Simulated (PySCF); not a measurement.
A run with a changed setting

The sound run of [Lu(H2O)]3+ (singlet) uses PySCF 2.14.0, RKS PBE, Lu def2-SVP with ECP28, O def2-SVP, H def2-SVP; non-relativistic Hamiltonian with scalar-relativistic core potentials where named; density fitting; no spin-orbit coupling, grid (50, 194), threshold 1e-8 and 55 cycles at the relaxed geometry:
```xyz
4

Lu    0.0000    0.0000   -0.0212
O     0.0000    0.0000    2.0528
H     0.7940    0.0000    2.6941
H    -0.7940    0.0000    2.6941
```
This run, with dm0 from free metal ions and neutral atoms, differs:

```python
mol = gto.M(atom='''
Lu    -0.00000    -0.00000    -0.02121
O     -0.00000    -0.00000     0.47879
H      0.79395    -0.00000     2.69413
H     -0.79395     0.00000     2.69413''',
    basis={'Lu': 'def2-SVP', 'O': 'def2-SVP', 'H': 'def2-SVP'},
    ecp={'Lu': 'def2-SVP'},
    charge=3, spin=0)
mf = dft.RKS(mol, xc='PBE')
mf.grids.atom_grid = (50, 194)  # f atoms: unpruned, at least (60, 302)
mf = mf.density_fit()  # fitting sets: Lu def2-universal-JKFIT, O def2-universal-JKFIT, H def2-universal-JKFIT
mf.conv_tol = 1e-08; mf.max_cycle = 88
mf.kernel(dm0)
```

**Question.** What was changed, and how did it end?

**Answer.** One atom was put far too close to the first. The SCF did not converge. The cycle limit differs too. These settings are unsound on purpose: the numbers aren't the compound's.
```
init E= -1287.53964066365
cycle= 1 E= -1273.78397393303  delta_E= 13.8  |g|= 8.64  |ddm|= 20.3
cycle= 2 E= -1139.4761063218  delta_E=  134  |g|= 39.8  |ddm|= 26.6
cycle= 3 E= -1277.9238120583  delta_E= -138  |g|= 3.63  |ddm|= 22.8
cycle= 4 E= -1278.52497745085  delta_E= -0.601  |g|= 1.07  |ddm|= 4.69
cycle= 5 E= -1278.75464885243  delta_E= -0.23  |g|= 1.43  |ddm|= 2.39
...
cycle= 85 E= -1278.52984832869  delta_E= 0.0469  |g|= 1.09  |ddm|= 0.259
cycle= 86 E= -1278.98237513887  delta_E= -0.453  |g|= 0.52  |ddm|= 2.02
cycle= 87 E= -1278.96909099213  delta_E= 0.0133  |g|= 0.569  |ddm|= 0.103
cycle= 88 E= -1279.00728919883  delta_E= -0.0382  |g|= 0.392  |ddm|= 0.406
SCF not converged.
```

Run from Python with OMP_NUM_THREADS=2; the lines above give its settings.
It took 19 s on 2 threads of Arm Neoverse V1, with other jobs on the host.
